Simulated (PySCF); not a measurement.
PySCF 2.14 output of an unrestricted PBE0 calculation on a single atom or ion in aug-cc-pwCVTZ-DK, with scalar relativity by spin-free X2C-1e:

```
SCF conv_tol = 1e-09
number electrons alpha = 21  beta = 18
    C. Adamo and V. Barone.,  J. Chem. Phys. 110, 6158 (1999)
    M. Ernzerhof and G. E. Scuseria.,  J. Chem. Phys. 110, 5029 (1999)
cycle= 1 E= -3818.15885192478  delta_E= -0.00958  |g|= 0.0327  |ddm|= 0.525
cycle= 2 E= -3818.1589344971  delta_E= -8.26e-05  |g|= 0.0107  |ddm|= 0.057
cycle= 3 E= -3818.15894249099  delta_E= -7.99e-06  |g|= 0.000496  |ddm|= 0.0128
cycle= 4 E= -3818.15894253864  delta_E= -4.77e-08  |g|= 3.84e-05  |ddm|= 0.000878
cycle= 5 E= -3818.15894253879  delta_E= -1.47e-10  |g|= 2.25e-05  |ddm|= 8.64e-05
converged SCF energy = -3818.15894253879  <S^2> = 3.7515895  2S+1 = 4.0007947
```

The run itself started from symmetry-adapted Hartree-Fock orbitals and held the occupation by maximum overlap, on a logarithmic radial grid, so the iterations belong to that start.

**Question.** Which element, charge and spin multiplicity is this?

**Answer.** Nb²⁺ (niobium, charge +2), multiplicity 4; the state was [Kr] 4d3, high-spin 4F determinant.
